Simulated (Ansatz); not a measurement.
Gas-phase electronic energies from Ansatz, PBE0-D4/def2-TZVP geometries. CCSD(T)/CBS adds triple-zeta CCSD(T) − MP2 to the extrapolated MP2 energy (def2 sets, frozen cores). This one scheme is used for every species. Functionals use def2-TZVPP. One conformer a species, not always the lowest.

`C=C[SiH2][S][AlH2]` + H₂S → `C=C[SiH2]S` + `[AlH2][SH]`  (ligand exchange at the Si–S bond)

`C=C[SiH2][S][AlH2]`:

Z-matrix (Å, degrees):
```
Si
C 1 1.860
S 1 2.139 2 111.5
H 1 1.487 2 109.3 3 -122.9
H 1 1.486 2 110.3 3 118.3
C 2 1.329 1 124.7 3 -6.0
H 2 1.090 1 117.1 3 174.3
Al 3 2.182 1 98.0 2 -75.0
H 6 1.086 2 122.1 1 -179.7
H 6 1.087 2 121.5 1 -0.4
H 8 1.579 3 116.5 1 175.5
H 8 1.580 3 119.3 1 -5.0
```

H₂S:

```xyz
3

S     0.388    0.410    0.256
H    -0.915    0.436   -0.061
H     0.527   -0.846   -0.195
```

`C=C[SiH2]S`:

Cartesian coordinates in Å:
```
C -1.513 -0.563 0.687
C -0.838 0.341 -0.020
Si 1.002 0.520 0.117
S 1.981 0.196 -1.759
H -1.014 -1.230 1.384
H -2.590 -0.677 0.604
H -1.383 0.982 -0.710
H 1.474 -0.435 1.155
H 1.406 1.903 0.474
H 1.474 -1.036 -1.931
```

`[AlH2][SH]`:

```xyz
5

Al    0.340   -0.152    0.534
S    -0.138   -0.150   -1.594
H     1.620   -0.967    0.969
H    -0.596    0.645    1.528
H    -1.226    0.624   -1.437
```

```csv
level,ΔE (kJ/mol)
PBE-D4,5.5
CCSD/def2-TZVPP,3.7
```

Task: What does CCSD(T)/CBS give? (Best estimate.)

Result: The calculation gave: +6.9 kJ/mol. The listed levels differ from it by -1.4, -3.2 kJ/mol.

Largest T1 diagnostic among the species: 0.012.

In def2-TZVPP, CCSD(T) changes the Hartree–Fock value by +9.7 kJ/mol (the triples alone add +1.8 kJ/mol) and MP2 by +11.9 kJ/mol. The D4 term adds +9.6 kJ/mol with B3LYP and +5.4 kJ/mol with PBE0; it sums over pairs of atoms, weighted by their polarisabilities, and B3LYP, whose exchange is more repulsive, gets the larger term.

B3LYP here is the variant with VWN-RPA as its local correlation; programs differ in this.
